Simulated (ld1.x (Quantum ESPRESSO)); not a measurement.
phosphorus, TM: configuration errors across variants

```json
{
 "Element": "phosphorus (P)",
 "Generator": "ld1.x (Quantum ESPRESSO) 7.5",
 "Type": "norm-conserving Troullier–Martins (Kleinman–Bylander form)",
 "Functional": "PBE",
 "Relativity": "scalar-relativistic",
 "Frozen core": "[Ne]",
 "Valence charge": "5",
 "Reference configuration": "3s2 3p3",
 "Partial waves": "3s (bound): rc 1.75 bohr; 3p (bound): rc 1.40 bohr; 3d channel at -0.15 Ry: rc 1.55 bohr",
 "Local potential": "all-electron potential smoothed inside 1.20 bohr (lloc = -1)",
 "Core correction": "a·sin(br)/r model core inside 1.40 bohr"
}
```

All-electron excitation energies from the reference (eV): (1) 3s2 3p2 9.730; (2) 3s2 3p1 28.877; (3) 3s2 3p0 58.616; (4) 3s2 3p2.5 3.775; (5) 3s2 3p3.3 -1.307; (6) 3s1 3p3 18.850; (7) 3s1 3p4 8.534.

A true bound ghost makes a file unfit for plane-wave use even where its test errors are small: the radial tests pick states by their node count and pass the ghost by.

Errors AE − PS in meV (a dash: test not solved or not reliable):

| change | (1) | (2) | (3) | (4) | (5) | (6) | (7) | bound ghosts |
| --- | --- | --- | --- | --- | --- | --- | --- | --- |
| base | +3.0 | +19 | +59 | +0.5 | +0.2 | +3.9 | -1.1 | none |
| wave 3p (bound): rc 1.40 bohr becomes 3p (bound): rc 0.90 bohr | +5.4 | +36 | +177 | +1.1 | +0.1 | +18 | +20 | p |
| wave 3p (bound): rc 1.40 bohr becomes 3p (bound): rc 1.04 bohr | +5.1 | +32 | +109 | +1.0 | +0.2 | +19 | +17 | p |
| wave 3p (bound): rc 1.40 bohr becomes 3p (bound): rc 1.14 bohr | +3.6 | +20 | +50 | +0.7 | +0.2 | +11 | +6.0 | none |
| wave 3p (bound): rc 1.40 bohr becomes 3p (bound): rc 1.26 bohr | +3.2 | +18 | +50 | +0.6 | +0.2 | +6.1 | +0.4 | none |
| wave 3p (bound): rc 1.40 bohr becomes 3p (bound): rc 1.48 bohr | +3.0 | +20 | +63 | +0.5 | +0.2 | +3.1 | -1.6 | none |
| wave 3p (bound): rc 1.40 bohr becomes 3p (bound): rc 1.56 bohr | +3.0 | +21 | +67 | +0.4 | +0.2 | +2.4 | -2.0 | none |
| wave 3p (bound): rc 1.40 bohr becomes 3p (bound): rc 1.80 bohr | +3.0 | +21 | +71 | +0.4 | +0.2 | +1.7 | -2.4 | none |
| wave 3p (bound): rc 1.40 bohr becomes 3p (bound): rc 1.94 bohr | +2.9 | +21 | +69 | +0.4 | +0.2 | +2.0 | -2.2 | none |
| wave 3p (bound): rc 1.40 bohr becomes 3p (bound): rc 2.06 bohr | +2.9 | +20 | +66 | +0.4 | +0.2 | +2.5 | -1.9 | none |

Problem. Give the same row for: wave 3p (bound): rc 1.40 bohr becomes 3p (bound): rc 1.66 bohr.

Solution. +3.0, +21, +70, +0.4, +0.2, +1.9, -2.3; bound ghosts: none.
